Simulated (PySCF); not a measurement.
**Exercise with solution: dipole moment from atomic charges**

BFH₄Si, SMILES FB[SiH3]. Atoms are numbered in the order given.

```xyz
7

B     -0.5487     0.7887     0.0000
F      0.3311     1.7812     0.0000
H     -1.7034     1.1109     0.0000
Si     0.0649    -1.1516     0.0000
H     -0.4910    -1.8309     1.1989
H     -0.4910    -1.8309    -1.1989
H      1.5398    -1.3009     0.0000
```

The structure is a stationary point at B3LYP-D3(BJ)/def2-TZVP.

Charges (e) from M06-2X/def2-TZVPD (PySCF):

| atom | IAO | ESP fit |
|---|---|---|
| B1 | 0.217 | 0.475 |
| F2 | -0.310 | -0.263 |
| H3 | -0.008 | -0.131 |
| Si4 | 0.433 | 0.010 |
| H5 | -0.110 | -0.035 |
| H6 | -0.110 | -0.035 |
| H7 | -0.113 | -0.021 |

The dipole moment of the full density is 0.69 D.

What dipole moment does each set of point charges give, and which comes closer to that of the density?


μ = Σ q r, and 1 e Å = 4.8032 D.
IAO: Σ q r = (-0.246, -0.339, 0.000) e Å, |μ| = 2.01 D.
ESP fit: Σ q r = (-0.122, -0.095, 0.000) e Å, |μ| = 0.74 D.
ESP fit comes closer in size. Point charges leave out the atoms' own dipoles (lone pairs, polarised bonds); fits to the potential absorb them, partitions of the density don't.
